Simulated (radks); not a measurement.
The numbers below are computed, except where a source is named.
How relativity changes the ionisation of the platinum ion Pt+ ([Xe] 4f14 5d9) to Pt2+ ([Xe] 4f14 5d8). Spin-unpolarised spherical Kohn-Sham, LDA (Slater exchange, Perdew-Wang correlation), point nucleus unless stated (finite: rms radius 5.427 fm), a radial shooting solver on a logarithmic mesh with Libxc functionals. A level marked "c x" has the speed of light scaled by that factor and shares open shells by 2j + 1; other Dirac levels either fill j = l - 1/2 first or share by 2j + 1.

level,E(Pt+) (hartree),E(Pt2+) (hartree),IE (eV),HOMO,<r> HOMO (bohr)
non-rel.,-17326.2672,-17325.5006,20.862,5d,1.617
scalar-rel.,-18402.8872,-18402.1427,20.260,5d,1.647
"scalar-rel., finite nucleus",-18399.0662,-18398.3217,20.260,5d,1.647
"Dirac, 2j+1 shares",-18436.0805,-18435.3353,20.276,5d5/2,1.678
"Dirac, low j first",-18436.1008,-18435.3798,19.617,5d5/2,1.680
"Dirac, 2j+1 shares, finite nucleus",-18432.2173,-18431.4722,20.276,5d5/2,1.678
"Dirac, c x 2",-17568.9827,-17568.2219,20.700,5d5/2,1.632
"Dirac, c x 3",-17431.8217,-17431.0577,20.789,5d5/2,1.624
"Dirac, c x 100",-17326.3607,-17325.5940,20.862,5d5/2,1.617

NIST Atomic Spectra Database: 18.6 eV (measured). The relativistic part of the total energy of Pt+ is -1106 hartree (Dirac, 2j+1 shares, finite nucleus), 6.4 % of the non-relativistic value. Spin polarisation and multiplet splitting of open shells are left out at every level.

Beside tabulated values, note that relativity, absent from the non-relativistic runs, is large for the heavy elements, and spin-unpolarised runs miss the spin-polarisation part of the exchange energy of open shells.
